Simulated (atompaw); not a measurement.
**What one change does to a pseudopotential (Ta (Z = 73), PAW (atompaw))**

- Element: Ta (Z = 73)
- Generator: atompaw 4.2.0.5
- Type: PAW
- Functional: PBE
- Relativity: scalar-relativistic
- Frozen core: [Xe] 4f14
- Valence charge: 5
- Reference configuration: 5d3 6s0 6p0 (charge +2)
- Partial waves: 6s (bound, empty): rc 3.00 bohr; 6s channel at 2.45 Ry: rc 2.90 bohr; 6p (bound, empty): rc 3.00 bohr; 6p channel at 1.75 Ry: rc 3.00 bohr; 5d (bound): rc 2.20 bohr; 5d channel at 1.1 Ry: rc 2.20 bohr
- Local potential: troulliermartins scheme with l = 3 at 0 Ry, radius 2.55 bohr
- Core correction: smooth core density matched at 2.60 bohr
- Augmentation charge: sinc compensation charge, radius 2.50 bohr; PAW radius 3.00 bohr; waves and projectors: custom rrkj gramschmidtortho

All-electron outer shells of the reference configuration (PBE, scalar-relativistic, ld1.x):

```
shell  level (eV)  outermost node (bohr)  outermost maximum (bohr)
   4f      -40.27                      –                      0.44
   6s      -18.43                   1.31                      2.58
   5d      -18.31                   0.65                      1.54
   6p      -12.54                   1.56                      3.23
```

Change: wave 6s channel at 2.45 Ry: rc 2.90 bohr becomes 6s channel at 9.64 Ry: rc 2.90 bohr.

Cutoffs: the cutoffs (Ry, on a coarse ladder) from which the occupation-weighted sum of valence levels, in a spherical-Bessel basis at the reference potential, stays within 10 and 1 mRy of its value at 400 Ry; they do not see the model core or the augmentation charge, which bear on the density cutoff.

Task: What does the change do?

Result: The potential gets neither clearly harder nor softer (18 Ry and 25 Ry → 18 Ry and 25 Ry); the bound ghost in s disappears; the range in which the s phases agree narrows (upper end at the end of the scan → -1.0).

```tsv
quantity	base	changed
cutoff, loose	18 Ry	18 Ry
cutoff, tight	25 Ry	25 Ry
bound ghosts	s	none
s: phases at 3.02 bohr within 0.05 rad from the reference energy up to (Ry; the scan ends near 5)	to the end of the scan	-1.0
p: phases at 3.02 bohr within 0.05 rad from the reference energy up to (Ry; the scan ends near 5)	2.2	2.2
d: phases at 3.02 bohr within 0.05 rad from the reference energy up to (Ry; the scan ends near 5)	to the end of the scan	to the end of the scan
lowest overlap eigenvalue by channel	s 0.31, p 0.65, d 0.37	s 0.01, p 0.65, d 0.37
```

 A true bound ghost makes a file unfit for plane-wave use even where its test errors are small: the radial tests pick states by their node count and pass the ghost by. The cutoffs see the waves, projectors and local potential, not the compensation charge or the core.
